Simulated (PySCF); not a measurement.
C2H8GeSi.
Numbering: `[CH2:1]=[CH:2][GeH2:3][SiH3:4]` (hydrogens: H5, H6 on C1; H7 on C2; H8, H9 on Ge3; H10, H11, H12 on Si4)

Method: PySCF 2.14.0, PBE0-D3(BJ)/def2-SVP geometry optimisation, gas phase; density fitting, grid level 1; the optimiser is geomeTRIC in internal coordinates, started from a GFN2-xTB structure with every atom displaced at random (about 0.01 Å).

Step 0: E = -66575.0574 eV
```
atom  x, y, z in Å  |  force x, y, z in eV/Å
C1     -1.8664   -0.7077    0.4179   -1.358   1.503   0.081
C2     -1.4978    0.5670    0.2615    0.883  -0.899  -0.124
Ge3     0.3279    1.0887   -0.1553   -0.243   0.458   0.481
Si4     1.8817   -0.6907   -0.3239   -1.234  -0.170   0.285
H5     -1.1974   -1.5124    0.3031    1.053  -1.296  -0.127
H6     -2.9118   -0.9482    0.6385    0.000  -0.169   0.065
H7     -2.2129    1.3630    0.3716   -0.559   0.514   0.089
H8      0.2704    1.9638   -1.3904    0.066   0.139  -0.639
H9      0.7146    2.1309    0.9166    0.198  -0.107   0.178
H10     3.2209   -0.2200   -0.4583    1.290   0.525  -0.172
H11     1.5191   -1.5279   -1.4726   -0.080  -0.295  -0.465
H12     1.7914   -1.5347    0.8824   -0.016  -0.202   0.348
```

Task: Estimate the geometry and energy of step 1. (The exact step hangs on the optimiser's Hessian estimate; all steps are aligned on step 0, rigid shifts and turns removed.)

Result: E = -66575.2171 eV, largest force 0.562 eV/Å
```
atom  x, y, z in Å  |  force x, y, z in eV/Å
C1     -1.8418   -0.7132    0.3903    0.370  -0.421  -0.046
C2     -1.4741    0.5614    0.2643   -0.169   0.384  -0.001
Ge3     0.3261    1.1726   -0.1427   -0.044   0.118  -0.091
Si4     1.7896   -0.6950   -0.3029    0.256   0.074  -0.036
H5     -1.1222   -1.5462    0.2699   -0.230   0.258   0.042
H6     -2.8683   -1.0075    0.6233   -0.103   0.004   0.008
H7     -2.2379    1.3463    0.3927    0.081  -0.141   0.000
H8      0.3075    1.9893   -1.4679    0.013  -0.128   0.163
H9      0.7991    2.1453    0.9667   -0.017  -0.073  -0.055
H10     3.1977   -0.1973   -0.4811   -0.131  -0.089   0.011
H11     1.4363   -1.5660   -1.4657   -0.018   0.011  -0.003
H12     1.7277   -1.5180    0.9439   -0.008   0.004   0.006
```

The energy changes by -0.1596 eV. The first-order estimate −F·Δx gives -0.3898 eV and the mean of the old and new forces, exact on a quadratic surface, -0.1654 eV. The step makes an angle of 67° with the force vector and moves no atom by more than 0.099 Å.

The cost below is that of the whole optimisation. Time: 36 s wall; peak memory 0.50 GiB. Hardware: an Arm Neoverse V1 with one thread (shared host).
